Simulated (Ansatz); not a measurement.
Input and output for dimethylphenylsulfonium hydroxide (C₈H₁₂OS).

```yaml
crystal:
  periodic: [false, false, false]
  atoms:
    - {symbol: C, position_ang: [1.881348, 0.512414, 1.211086]}
    - {symbol: S, position_ang: [1.399242, -0.802854, 0.032956]}
    - {symbol: C, position_ang: [1.563317, -0.232414, -1.698007]}
    - {symbol: C, position_ang: [-0.470532, -0.275108, 0.114686]}
    - {symbol: C, position_ang: [-1.344132, -1.280773, 0.552400]}
    - {symbol: C, position_ang: [-2.722883, -1.028064, 0.662625]}
    - {symbol: C, position_ang: [-3.230490, 0.238033, 0.333647]}
    - {symbol: C, position_ang: [-2.358726, 1.249297, -0.105623]}
    - {symbol: C, position_ang: [-0.982511, 0.992536, -0.214075]}
    - {symbol: H, position_ang: [1.028066, 0.749045, 1.874305]}
    - {symbol: H, position_ang: [2.751175, 0.090560, 1.741109]}
    - {symbol: H, position_ang: [2.176515, 1.419315, 0.646302]}
    - {symbol: H, position_ang: [2.298802, -0.926275, -2.136122]}
    - {symbol: H, position_ang: [0.578379, -0.255761, -2.200312]}
    - {symbol: H, position_ang: [1.964911, 0.799949, -1.706708]}
    - {symbol: H, position_ang: [-0.937995, -2.273999, 0.810028]}
    - {symbol: H, position_ang: [-3.403311, -1.822886, 1.006475]}
    - {symbol: H, position_ang: [-4.309331, 0.439683, 0.418091]}
    - {symbol: H, position_ang: [-2.755323, 2.243430, -0.366188]}
    - {symbol: H, position_ang: [-0.308496, 1.797319, -0.554122]}
    - {symbol: O, position_ang: [3.339838, -1.216083, -0.078489]}
    - {symbol: H, position_ang: [3.842155, -0.417383, -0.344065]}
basis:
  gaussian: {orbitals: "6-31G*", point_charges: [{charge: 2.00, position_ang: [6.355, -0.198, -0.749]}]}
hamiltonian: {xc: {name: BLYP}}
scf: {omitted_lower_state_checks: [starts]}
output: {forces: true}
```

```sh
$ ansatz run in.yaml --threads 4 --pin off --events-out ev --progress --plain --max-ram 6963MiB
```

It prints (some lines left out):

```
Functional definition: BLYP
2193 factors; their error is unknown
mean field evaluation 1: about -21344.5858 eV, gradient 1.0e2 eV
mean field evaluation 2: about -21229.2522 eV, gradient 2.1e2 eV
mean field evaluation 4: about -21364.8377 eV, gradient 3.1e1 eV
mean field evaluation 8: about -21367.2410 eV, gradient 2.9e0 eV
mean field evaluation 16: about -21367.0820 eV, gradient 1.0e-1 eV
mean field -21367.08200105 eV, -785.2257804101 hartree, gradient 5.4e-5 eV, S^2 0.000000; 0 other end points of the search recorded, 0 dependent functions left out
reference -21367.08238403 eV, -785.2257944846 hartree; 42, 42 occupied and 136, 136 virtual orbitals, 2193 factors
Total energy: -21367.08238403 eV, -785.2257944846 hartree
Atom 0 at     1.881348     0.512414     1.211086 Å, force     0.500010     0.350576     0.267015 eV/Å
Atom 1 at     1.399242    -0.802854     0.032956 Å, force    -3.119339     0.361184     0.267884 eV/Å
Atom 2 at     1.563317    -0.232414    -1.698007 Å, force     0.419881     0.137896    -0.500467 eV/Å
Atom 3 at    -0.470532    -0.275108     0.114686 Å, force     0.088836    -0.509831     0.112365 eV/Å
Atom 4 at    -1.344132    -1.280773     0.552400 Å, force     0.203573    -0.512302     0.132151 eV/Å
Atom 5 at    -2.722883    -1.028064     0.662625 Å, force    -0.243917    -0.221995     0.112819 eV/Å
Atom 6 at    -3.230490     0.238033     0.333647 Å, force    -0.308570     0.038050     0.021698 eV/Å
Atom 7 at    -2.358726     1.249297    -0.105623 Å, force    -0.150133     0.258236    -0.065509 eV/Å
Atom 8 at    -0.982511     0.992536    -0.214075 Å, force     0.482605     0.409314    -0.175132 eV/Å
Atom 9 at     1.028066     0.749045     1.874305 Å, force     0.322619    -0.117439    -0.169100 eV/Å
Atom 10 at     2.751175     0.090560     1.741109 Å, force    -0.264628     0.252501     0.115740 eV/Å
Atom 11 at     2.176515     1.419315     0.646302 Å, force    -0.098253    -0.063331     0.154535 eV/Å
Atom 12 at     2.298802    -0.926275    -2.136122 Å, force    -0.286790     0.164993    -0.162318 eV/Å
Atom 13 at     0.578379    -0.255761    -2.200312 Å, force     0.338218    -0.048448     0.139275 eV/Å
Atom 14 at     1.964911     0.799949    -1.706708 Å, force    -0.133433    -0.090059    -0.079934 eV/Å
Atom 15 at    -0.937995    -2.273999     0.810028 Å, force    -0.189666     0.204350    -0.047345 eV/Å
Atom 16 at    -3.403311    -1.822886     1.006475 Å, force     0.188037     0.177678    -0.082561 eV/Å
Atom 17 at    -4.309331     0.439683     0.418091 Å, force     0.255132    -0.046062    -0.021389 eV/Å
Atom 18 at    -2.755323     2.243430    -0.366188 Å, force     0.131439    -0.231455     0.061943 eV/Å
Atom 19 at    -0.308496     1.797319    -0.554122 Å, force    -0.193617    -0.122986     0.052361 eV/Å
Atom 20 at     3.339838    -1.216083    -0.078489 Å, force     2.408801    -1.115440    -0.015507 eV/Å
Atom 21 at     3.842155    -0.417383    -0.344065 Å, force     0.775940     1.286190    -0.420137 eV/Å
Dipole moment:    -1.908801     0.664313     0.064956 e Å
Checks for a lower state left out: starts
```

It took 1.9 s on 4 threads of Intel Xeon 6975P-C on a shared host.

The 6-31G sets use Cartesian d functions.
